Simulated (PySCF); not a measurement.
Potential energy of AlGe along the bond

Set-up: PySCF, no relativity, basis sets Al 6-311G(d,p), Ge 6-311G(d,p). Energies in eV from Al + Ge in their ground configurations at the same level. State: ⁴Σ⁻ (quartet), unpaired electrons σ ↑, π ↑↑.

All columns are PBE0. A positive dipole means Al(−)Ge(+).

```json
{"R (Å)": "2.128", "E (eV)": "-1.836", "μ (D)": "-0.82", "Mulliken charge on Al (basis-dependent)": "0.15", "HOMO (eV)": "-5.55", "LUMO (eV)": "-3.04", "Mayer bond order": "1.65", "⟨S²⟩": "3.75"}
{"R (Å)": "2.228", "E (eV)": "-2.192", "μ (D)": "-0.93", "Mulliken charge on Al (basis-dependent)": "0.17", "HOMO (eV)": "-5.61", "LUMO (eV)": "-2.91", "Mayer bond order": "1.59", "⟨S²⟩": "3.75"}
{"R (Å)": "2.326", "E (eV)": "-2.385", "μ (D)": "-1.05", "Mulliken charge on Al (basis-dependent)": "0.19", "HOMO (eV)": "-5.66", "LUMO (eV)": "-2.81", "Mayer bond order": "1.53", "⟨S²⟩": "3.75"}
{"R (Å)": "2.401", "E (eV)": "-2.451", "μ (D)": "-1.17", "Mulliken charge on Al (basis-dependent)": "0.20", "HOMO (eV)": "-5.68", "LUMO (eV)": "-2.73", "Mayer bond order": "1.48", "⟨S²⟩": "3.75"}
{"R (Å)": "2.475", "E (eV)": "-2.469", "μ (D)": "-1.30", "Mulliken charge on Al (basis-dependent)": "0.21", "HOMO (eV)": "-5.69", "LUMO (eV)": "-2.74", "Mayer bond order": "1.44", "⟨S²⟩": "3.75"}
{"R (Å)": "2.549", "E (eV)": "-2.449", "μ (D)": "-1.44", "Mulliken charge on Al (basis-dependent)": "0.21", "HOMO (eV)": "-5.59", "LUMO (eV)": "-2.74", "Mayer bond order": "1.39", "⟨S²⟩": "3.75"}
{"R (Å)": "2.648", "E (eV)": "-2.381", "μ (D)": "-1.65", "Mulliken charge on Al (basis-dependent)": "0.22", "HOMO (eV)": "-5.46", "LUMO (eV)": "-2.74", "Mayer bond order": "1.33", "⟨S²⟩": "3.75"}
{"R (Å)": "2.772", "E (eV)": "-2.253", "μ (D)": "-1.95", "Mulliken charge on Al (basis-dependent)": "0.23", "HOMO (eV)": "-5.32", "LUMO (eV)": "-2.73", "Mayer bond order": "1.27", "⟨S²⟩": "3.75"}
{"R (Å)": "2.921", "E (eV)": "-2.062", "μ (D)": "-2.33", "Mulliken charge on Al (basis-dependent)": "0.24", "HOMO (eV)": "-5.17", "LUMO (eV)": "-2.71", "Mayer bond order": "1.20", "⟨S²⟩": "3.75"}
{"R (Å)": "3.119", "E (eV)": "-1.784", "μ (D)": "-2.84", "Mulliken charge on Al (basis-dependent)": "0.25", "HOMO (eV)": "-4.99", "LUMO (eV)": "-2.66", "Mayer bond order": "1.13", "⟨S²⟩": "3.75"}
```

A fit through these points gives, at Re = 2.469 Å, μ = -1.29 D and dμ/dR = -1.83 D/Å; the reduced mass is 19.77 u.

Task: How strong is the fundamental in the double-harmonic approximation, I = 42.26·(dμ/dR)²/μred km/mol?

Result: I = 42.26·(-1.83)²/19.77 = 7.16 km/mol at PBE0.

Spin–orbit coupling is left out. The state is the lowest determinant that a PBE0 search found; another state may lie lower at other levels.
